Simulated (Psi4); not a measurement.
Method: SAPT0/jun-cc-pVDZ, all electrons correlated run with Psi4.

Psi4 input:

```
molecule {
0 1
Li -0.83179551 -0.78927277 -0.74122186
O 0.12152499 0.11939737 0.11782632
H 0.71027052 0.66987541 0.62339554
--
0 1
N -2.06405496 -2.61948853 -0.64805081
H -2.39246611 -2.47018001 0.29916200
H -2.88144498 -2.69385386 -1.24278063
H -1.59442118 -3.51751870 -0.66671344
units angstrom
symmetry c1
no_reorient
no_com
}
set basis jun-cc-pvdz
set scf_type df
set freeze_core false
energy('sapt0')
```

Part of the output:

```
    SAPT Results
  --------------------------------------------------------------------------------------------------------
    Electrostatics                -33.57428869 [mEh]     -21.06818423 [kcal/mol]     -88.14928281 [kJ/mol]
      Elst10,r                    -33.57428869 [mEh]     -21.06818423 [kcal/mol]     -88.14928281 [kJ/mol]

    Exchange                       11.38881612 [mEh]       7.14659001 [kcal/mol]      29.90133261 [kJ/mol]
      Exch10                       11.38881612 [mEh]       7.14659001 [kcal/mol]      29.90133261 [kJ/mol]
      Exch10(S^2)                  11.34792879 [mEh]       7.12093282 [kcal/mol]      29.79398292 [kJ/mol]

    Induction                      -5.67990991 [mEh]      -3.56419728 [kcal/mol]     -14.91260143 [kJ/mol]
      Ind20,r                     -12.09195115 [mEh]      -7.58781390 [kcal/mol]     -31.74741336 [kJ/mol]
      Exch-Ind20,r                  7.35672268 [mEh]       4.61641318 [kcal/mol]      19.31507273 [kJ/mol]
      delta HF,r (2)               -0.94468145 [mEh]      -0.59279656 [kcal/mol]      -2.48026080 [kJ/mol]

    Dispersion                     -0.91998721 [mEh]      -0.57730069 [kcal/mol]      -2.41542609 [kJ/mol]
      Disp20                       -1.11390983 [mEh]      -0.69898897 [kcal/mol]      -2.92456986 [kJ/mol]
      Exch-Disp20                   0.19392262 [mEh]       0.12168828 [kcal/mol]       0.50914377 [kJ/mol]
      Disp20 (SS)                  -0.55695492 [mEh]      -0.34949449 [kcal/mol]      -1.46228493 [kJ/mol]
      Disp20 (OS)                  -0.55695492 [mEh]      -0.34949449 [kcal/mol]      -1.46228493 [kJ/mol]
      Exch-Disp20 (SS)              0.11914547 [mEh]       0.07476491 [kcal/mol]       0.31281638 [kJ/mol]
      Exch-Disp20 (OS)              0.07477715 [mEh]       0.04692337 [kcal/mol]       0.19632739 [kJ/mol]

  Total HF                        -27.86538248 [mEh]     -17.48579150 [kcal/mol]     -73.16055163 [kJ/mol]
  Total SAPT0                     -28.78536969 [mEh]     -18.06309219 [kcal/mol]     -75.57597771 [kJ/mol]
```
